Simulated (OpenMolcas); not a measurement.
Mo2+ among 6 point charges of -1.5 e arranged as an octahedron (Oh), 2.08 Å from the ion.
```
   2.0800    0.0000    0.0000  -1.50
   0.0000    2.0800    0.0000  -1.50
  -2.0800    0.0000    0.0000  -1.50
   0.0000   -2.0800    0.0000  -1.50
   0.0000    0.0000    2.0800  -1.50
   0.0000    0.0000   -2.0800  -1.50
```

```yaml
Program: OpenMolcas
Method: CASSCF
Basis: ANO-RCC-VDZP [6s5p3d1f]
Scalar_Hamiltonian: DKH2, point nucleus
Active_space: 4 electrons in 5 orbitals (4d)
State_averaging: 2S+1 = 5 even, 5 roots; 2S+1 = 3 even, 45 roots; 2S+1 = 1 even, 50 roots
Spin-orbit_coupling: state interaction with AMFI integrals over the reference wave functions
```

**Question.** What is the spin-free ground state (labels of O, the rotations of Oh)?

**Answer.** 5E, 2-fold in its orbital part, 100 % from free-ion D terms; it has the highest spin that d4 allows.

**Question.** Where is the first state of the same spin?

**Answer.** 5T2 at 12200 cm-1 above the ground state.

**Question.** What are the lowest two levels with spin-orbit coupling?

**Answer.** A 1-fold level A1, then a 3-fold level T1 97.2 cm-1 above it. Their leading multiplicities are 5 (95 %) and 5 (97 %).

**Question.** What is χT at 300 K, and how does it compare with the textbook value?

**Answer.** The lowest level has 2S+1 = 5, for which the spin-only value is χT = S(S+1) / 2 = 3.000 cm3 K/mol (g = 2). The computed 2.728 at 300 K differs by -0.272, through orbital momentum, spin-orbit coupling and any other state in reach.

**Question.** Which ligand-field parameters describe the states?

**Answer.** A least-squares ligand-field fit to the states below 45000 cm-1, each weighted by its degeneracy and with a free common offset, gives 10Dq = 12788 cm-1, B = 714 cm-1 and C = 2868 cm-1 (C/B = 4.02), with an rms deviation of 316 cm-1. 

An orbital doublet at a regular site is open to a Jahn-Teller distortion, which this geometry leaves out. Without dynamic correlation the repulsion within the d shell is too large (B by tens of per cent), so at a given field states of lower spin stand too high. This shell can be high or low spin here, a state of another spin lies low, and with metal d orbitals alone active their balance is uncertain, so the ground spin may be wrong. Point charges give a weaker field than real ligands, and real ions of this kind are as a rule low spin; the high spin found here belongs to the model. Point charges carry no covalency, so the field is a model and not that of real ligands. No measured value stands beside these numbers.
